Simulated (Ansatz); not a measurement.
The same path of ClGaH5N (8 atoms, charge 0, multiplicity 1) was run 3 times with different band settings. Lost on the way: Ga1–Cl2, N5–H8. Made: Cl2–H8.

Computed with RHF/def2-SVP in Ansatz 0.2.0.

Relaxed end points:

```xyz
8
Properties=species:S:1:pos:R:3
Ga 0.033 -0.091 0.178
Cl -0.204 0.803 2.206
H 1.476 0.076 -0.424
H -1.292 -0.094 -0.671
N 0.090 -2.132 0.903
H -0.592 -2.732 0.466
H 0.996 -2.559 0.797
H -0.118 -2.088 1.890
```

```xyz
8
Properties=species:S:1:pos:R:3
Ga 0.137 -0.551 -0.491
Cl -0.327 -0.048 3.246
H 1.520 0.141 -0.734
H -1.245 -0.078 -1.052
N 0.132 -2.051 0.583
H -0.651 -2.679 0.607
H 0.976 -2.551 0.793
H -0.154 -0.999 2.394
```

Common settings: movable images 9; climbing image yes; optimiser quadratic models (default); start path through a guess of the saddle point; iteration limit 60; end points relaxed.

| run | spring | force threshold |
| --- | --- | --- |
| 1 | 5.0 eV/Å² | 0.05 eV/Å |
| 2 | 0.1 eV/Å² | 0.05 eV/Å |
| 3 | 5.0 eV/Å² | 0.2 eV/Å |

Task: What does each run give, and how far can it be trusted?

Result: Run 1: converged after 17 iterations, highest image 2.027 eV above the first end. A vibrational analysis at the climbing image gives one clearly imaginary mode, 605i cm⁻¹: a first-order saddle point.
Run 2: converged after 18 iterations, highest image 2.027 eV above the first end. Another band between the same ends (9 images) ends at a top of the same energy, where a vibrational analysis finds 1 clearly imaginary mode.
Run 3: converged after 12 iterations, highest image 2.027 eV above the first end. The threshold of 0.2 eV/Å is loose, so the images may lie well off the minimum-energy path. Another band between the same ends (9 images) ends at a top of the same energy, where a vibrational analysis finds 1 clearly imaginary mode.
The orbitals stay closed-shell, which can raise the energy where a bond breaks towards radicals; this wasn't checked here.
